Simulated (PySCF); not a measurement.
## Eu⁶¹⁺: ionisation energy

Eu⁶¹⁺ 1s2 → Eu⁶²⁺ 1s1 [1s1/2^1, M_J = 1/2], as a difference of total energies. Calculation: PySCF 2.14, in an even-tempered Gaussian basis (15 s from 170 bohr⁻², ratio 2.4; 11 p from 230 bohr⁻², ratio 2.4; 3 d from 710 bohr⁻², ratio 2.6; 3 f from 1100 bohr⁻², ratio 2.6); the two-component X2C-1e Hamiltonian. Correlated levels: nothing frozen; the 30 highest virtual spinors dropped. "Screened" scales the spin-orbit matrix elements by Boettger's factors to mimic the two-electron term; Breit and QED terms are absent.

```csv
method,ionisation energy (eV),difference from reference (eV)
GHF (screened spin-orbit),55982.3,+116.4
GMP2 (screened spin-orbit),55984.0,+118.1
GHF (bare spin-orbit),55982.3,+116.4
GMP2 (bare spin-orbit),55984.0,+118.1
```

Reference: 55865.93 ± 0.08 eV (theoretical estimate listed by NIST; NIST Atomic Spectra Database, ionization energies).

For this ion Breit and QED terms and the two-electron picture change, all absent here, outweigh the correlation shift from GHF to GMP2.
